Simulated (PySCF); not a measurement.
Species: C6H13NOSi2.
Numbering: `[CH3:1][C:2](=[O:3])[NH:4][C:5]1=[C:6]([CH2:7][SiH3:8])[CH2:9][SiH2:10]1`

Structure used (GFN2-xTB), in Å, numbered top down from 1:
```xyz
23
C6H13NOSi2 angstrom
C      3.6582   -0.7339    0.1780
C      2.4667    0.1940    0.2113
O      2.5379    1.3626    0.5644
N      1.2979   -0.3554   -0.1863
C      0.1888    0.4760   -0.1694
C     -1.1068    0.3326   -0.4848
C     -1.8855   -0.8324   -0.9655
Si    -2.6526   -1.7908    0.4999
C     -1.6706    1.7021   -0.1786
Si     0.1249    2.2759    0.3419
H      4.5183   -0.2295    0.6080
H      3.4499   -1.6414    0.7412
H      3.8851   -1.0065   -0.8514
H      1.2420   -1.3231   -0.4714
H     -2.6837   -0.4892   -1.6265
H     -1.2475   -1.5060   -1.5433
H     -3.4030   -2.9337   -0.0278
H     -1.5691   -2.2749    1.3602
H     -3.5431   -0.9163    1.2590
H     -2.4305    1.6766    0.6026
H     -2.1229    2.1770   -1.0496
H      0.7003    3.2652   -0.5591
H      0.2406    2.5979    1.7574
```

Probes without a nucleus sit at each ring's centroid and 1 Å off its mean plane on both sides; NICS is minus the shielding there, NICSzz its component along the normal. Level: GIAO PBE0/pcSseg-1 (PySCF, non-relativistic, gas phase) on the GFN2-xTB geometry, one conformer.

Ring bond lengths (Å), with Mayer bond orders in brackets: C5–C6 1.341 (1.72), C6–C9 1.512 (1.03), C9–Si10 1.956 (0.85), Si10–C5 1.872 (0.88).

**Question.** What do the NICS probes read (ppm)?

**Answer.** 
```json
{"ring": "C5–C6–C9–Si10", "type": "4-membered ring with Si; formal bonds 1 double, 3 single", "NICS(0)": "-2.9", "NICS(1), two faces": "-2.6 / -2.8", "NICS(1)zz, two faces": "2.5 / 2.7", "rms pucker (Å)": "0.01", "centre to ring atoms, mean (Å)": "1.17"}
```

**Question.** What do they say, and how far can they be read as aromaticity?

**Answer.** 
- C5–C6–C9–Si10: mean NICS(1)zz 2.6 ppm, near zero. C9, Si10 have four or more neighbours, and the NICS criterion for π rings isn't applied.

**Question.** At the first NICS(1) probe listed for ring C5–C6–C9–Si10, 1 Å off the ring, how large is the induced field along the normal in 7.05 T applied along it?

**Answer.** NICSzz × B0 = 2.5 ppm × 7.05 T = 18 μT, along the applied field.

**Question.** List the ring angles and the Hirshfeld charges of the ring atoms.

**Answer.** 
- C5–C6–C9–Si10: C5 97.7° (-0.077 e), C6 102.5° (-0.009 e), C9 88.7° (-0.178 e), Si10 71.1° (+0.313 e); sum 360.0° against 360° for a flat convex ring.

Time: 3.8 min wall (with the writing of density and orbital grids); peak memory 1.2 GiB. Hardware: Intel Xeon at 2.50 GHz, one thread, on a shared host. This is the whole shielding run at PBE0/pcSseg-1, SCF included.
